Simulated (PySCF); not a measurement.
The dipole of `[SiH3]C[SiH2][Si@@H](CC#N)[SiH3]` from its density and from atomic charges.

Coordinates (GFN2-xTB, Å) and charges (e) from the PBE0/pcSseg-1 density (PySCF):

```
atom       x       y       z  Mulliken      IAO  Hirshfeld  ESP-fitted
  N1  -1.346  -2.183   1.424   -0.2734  -0.2745    -0.2302     -0.4963
  C2  -1.794  -1.716   0.478   +0.0519  +0.1396    +0.0796     +0.4108
  C3  -2.295  -1.085  -0.693   -0.4765  -0.5493    -0.1310     -0.4585
 Si4  -1.367   0.601  -0.995   +0.0820  +0.3124    +0.1969     +0.1764
 Si5  -2.072   2.068   0.669   +0.2454  +0.2958    +0.2184     +0.2083
 Si6   0.906   0.114  -1.182   +0.4049  +0.4760    +0.2497     +0.2659
  C7   1.604  -0.215   0.554   -0.8763  -0.8120    -0.2456     -0.2563
 Si8   3.448  -0.662   0.638   +0.5018  +0.6119    +0.3170     +0.4034
  H9  -2.146  -1.753  -1.542   +0.1971  +0.1902    +0.0670     +0.1753
 H10  -3.367  -0.920  -0.577   +0.1960  +0.1882    +0.0664     +0.1818
 H11  -1.956   0.982  -2.301   +0.0015  -0.0880    -0.0758     -0.0774
 H12  -3.518   2.312   0.685   -0.0510  -0.0886    -0.0676     -0.0579
 H13  -1.718   1.580   2.003   -0.0359  -0.0859    -0.0673     -0.0554
 H14  -1.430   3.374   0.494   -0.0514  -0.0938    -0.0724     -0.0742
 H15   1.181  -1.055  -2.032   -0.0360  -0.0989    -0.0712     -0.0759
 H16   1.624   1.246  -1.789   -0.0396  -0.1032    -0.0767     -0.0999
 H17   1.030  -1.020   1.014   +0.2155  +0.1770    +0.0346     +0.0919
 H18   1.431   0.665   1.176   +0.1781  +0.1605    +0.0415     +0.0694
 H19   3.719  -1.825  -0.209   -0.0780  -0.1206    -0.0773     -0.1059
 H20   4.239   0.476   0.163   -0.0814  -0.1234    -0.0804     -0.1150
 H21   3.818  -0.966   2.023   -0.0748  -0.1135    -0.0755     -0.1105
```

**Question.** Form Σ q r in debye for every column and set it beside the full dipole.

**Answer.** The full density gives (-1.25, 1.74, -2.49) D, 3.28 D in size; dipole vectors point from the negative to the positive end.

```
    scheme     μx    μy     μz  size (D)  share of the full size (%)  angle to the full dipole (°)
  Mulliken   0.56  3.24  -3.48      4.79                         146                            30
       IAO   0.12  2.41  -3.01      3.86                         118                            24
 Hirshfeld  -0.58  1.62  -2.14      2.75                          84                            10
ESP-fitted  -1.26  1.74  -2.52      3.31                         101                             0
```

**Question.** Which set comes closest?

**Answer.** Length of the difference vector: ESP-fitted 0.03 D, Hirshfeld 0.76 D, IAO 1.61 D, Mulliken 2.55 D. Closest: ESP-fitted. The schemes that divide the density aren't constrained to reproduce the dipole.

**Question.** What is left for the Hirshfeld atoms' own dipoles?

**Answer.** The shares of the density sum to the whole, so what Σ q r misses lies in dipoles about the nuclei. The atomic dipoles sum to (-1.25, 1.74, -2.49) − (-0.58, 1.62, -2.14) = (-0.67, 0.12, -0.35) D, 0.76 D in size.

**Question.** With the origin at the mean of the coordinates, (0.000, 0.001, 0.000) Å, which are the largest single terms, by size, of the IAO dipole along the direction of the full one?

**Answer.** Si8 -6.30, C7 +4.46, Si4 +2.39, N1 +2.27, C3 -2.17 D; all 21 atoms together +3.52 D. The single terms depend on the origin, their sum doesn't.

**Question.** Give the size of the full dipole in other units.

**Answer.** 3.28 D = 1.291 au = 0.683 e·Å = 10.95 × 10⁻³⁰ C·m.

The structure is a single GFN2-xTB conformer in the gas phase; no vibrational or solvent corrections.

Conformer computed: `[N:1]#[C:2][CH2:3][Si@@H:4]([SiH3:5])[SiH2:6][CH2:7][SiH3:8]`: C2–C3–Si4–Si5 -70°, C3–Si4–Si6–C7 -76°, Si4–Si6–C7–Si8 179°.
